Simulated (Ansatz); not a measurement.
Saddle point of SiH$_{5}$O$_{2}$F, closed shell (SiH₃OF ([OH][SiH2][F]) + H₂O → SiH₄O₂ ([OH][SiH2][OH]) + HF; bonds formed: Si1–O7, F2–H6; bonds broken: Si1–F2, H6–O7), PBE0-D4/def2-TZVP structure:

| atom | x (Å) | y (Å) | z (Å) |
| --- | --- | --- | --- |
| Si1 | -0.4203 | -0.2286 | 0.3086 |
| F2 | 0.9051 | -1.6688 | 0.3056 |
| H3 | -1.2923 | -1.1617 | -0.4294 |
| H4 | -0.2153 | -0.2024 | 1.7652 |
| O5 | -1.2037 | 1.2398 | 0.1759 |
| H6 | 1.4319 | -0.7049 | -0.3346 |
| O7 | 1.0213 | 0.2497 | -0.6995 |
| H8 | -1.6801 | 1.4038 | -0.6393 |
| H9 | 1.4534 | 1.0731 | -0.4525 |

Energies are electronic, without zero-point energy. Barriers and step energies count from the start structure reached by relaxing down the imaginary mode; all methods use the PBE0-D4 structures, on which another method's saddle can fall below an end. Program: Ansatz 0.2.0. Basis: def2-TZVPP, with def2-QZVPP for the basis limit. Cores are frozen in the correlated methods. B3LYP uses VWN-RPA correlation. Extrapolation: Hartree–Fock as exp(−7.88 √X), correlation as X^−2.97.

| method | barrier (kJ/mol) | step energy (kJ/mol) |
| --- | --- | --- |
| SPW92 | ? | 0.0 |
| PBE-D4 | 98.7 | 14.9 |
| BLYP-D4 | 116.7 | 19.6 |
| r2SCAN-D4 | 108.1 | 17.6 |
| B97M-V | 126.3 | 23.1 |
| PBE0-D4 | 111.2 | 16.9 |
| B3LYP-D4 | 123.8 | 20.6 |
| r2SCAN0-D4 | 116.3 | 18.3 |
| BHLYP-D4 | 136.9 | 22.8 |
| CAM-B3LYP-D4 | ? | 19.4 |
| wB97X-V | 117.8 | 19.8 |
| wB97M-V | 113.8 | 19.0 |
| B2PLYP | 126.5 | 22.7 |
| PBE-QIDH | 119.2 | 18.9 |
| RPA on PBE | ? | 24.2 |
| HF | 182.6 | 36.4 |
| MP2 | 122.1 | 19.8 |
| CCSD | 135.5 | 23.8 |
| CCSD(T) | 126.5 | 21.2 |

Task: Fill in the withheld barriers. (An estimate is asked for; the value comes from the calculation.)

Result: By the calculation: RPA on PBE 126.7; SPW92 59.2; CAM-B3LYP-D4 119.0 kJ/mol. Each is the energy of the saddle less that of the start structure, by the same method.

For comparison, the barrier by CCSD(T) at an estimated basis limit (MP2 extrapolated from triple and quadruple zeta, plus CCSD(T) − MP2 in triple zeta) is 126.6 kJ/mol.

No T1 diagnostic of these runs exceeds 0.012.

The step is the kind of ligand exchange by which a precursor binds to a hydroxyl group, or is hydrolysed, in atomic layer deposition of oxides.

Labels in which every atom is bracketed show which atoms are joined, not bond orders.

For scale, one of the runs: CCSD(T)/def2-TZVPP, 205 basis functions, launched by `ansatz run in.yaml --threads 3 --pin off --events-out ev --progress --plain --max-ram 6092MiB`. Hardware: 3 CPU threads of an Intel Xeon, shared host. Wall time 51 s; peak host memory 3 GiB.
